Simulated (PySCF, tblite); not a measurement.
Isomers of C3H9OSi2 (doublet state). Computed with GFN2-xTB (tblite): harmonic, unscaled wavenumbers at the GFN2-xTB geometry, gas phase. Against measured fundamentals such values can be off by several per cent, at times by over 20. Modes of hydrogen on silicon can be 10 to 20 % off. One conformer each. Open shells enter through the occupations alone, without spin polarisation, and single modes of such species can be off by tens of per cent.

Electronic energies: B3LYP/pcH-1 single points on the GFN2-xTB geometries (PySCF, gas phase).

```csv
SMILES,"electronic energy, lowest = 0 (kJ/mol)"
[CH2][SiH2]CC(=O)[SiH3],296.1
C[SiH2]CC(=O)[SiH2],235.6
C1C[SiH]O[SiH2]C1,0.0
C[SiH]CC(=O)[SiH3],244.8
```

Problem. How do GFN2-xTB zero-point energies change the relative energies?

Solution. 
```tsv
SMILES	ZPE (kJ/mol)	of it from modes above 1550 cm⁻¹	electronic (kJ/mol)	with ZPE, lowest = 0 (kJ/mol)	lowest mode (cm⁻¹)	rings
C1C[SiH]O[SiH2]C1	294.1	146.6	0.0	0.0	96	1
C[SiH2]CC(=O)[SiH2]	271.4	154.4	235.6	212.9	34	0
C[SiH]CC(=O)[SiH3]	272.2	153.9	244.8	222.9	43	0
[CH2][SiH2]CC(=O)[SiH3]	257.4	151.0	296.1	259.5	17	0
```

The zero-point energies span 36.7 kJ/mol, from `[CH2][SiH2]CC(=O)[SiH3]` to `C1C[SiH]O[SiH2]C1`. The order is unchanged.

Problem. And how do the electronic energies of GFN2-xTB itself compare?

Solution. `C1C[SiH]O[SiH2]C1` 0.0; `C[SiH2]CC(=O)[SiH2]` 314.0; `C[SiH]CC(=O)[SiH3]` 334.3; `[CH2][SiH2]CC(=O)[SiH3]` 405.3 kJ/mol, lowest = 0. Against the energies above, taken from the same isomer `C1C[SiH]O[SiH2]C1`, the largest difference is 109.2 kJ/mol.

Problem. What do entropy and thermal enthalpy add at 298.15 K and 1 bar (rigid rotor, harmonic oscillator, one conformer each)?

Solution. 
```csv
SMILES,point group,symmetry number,S (J/(mol K)),H − H(0) (kJ/mol),ZPE + H − H(0) − TS (kJ/mol)
C1C[SiH]O[SiH2]C1,C1,1,362.5,22.69,208.7
C[SiH2]CC(=O)[SiH2],C1,1,420.1,29.31,175.5
C[SiH]CC(=O)[SiH3],C1,1,417.3,28.78,176.5
```

S holds R ln(2S + 1) for the spin.

Not tabulated: `[CH2][SiH2]CC(=O)[SiH3]` (lowest mode only 17 cm⁻¹).
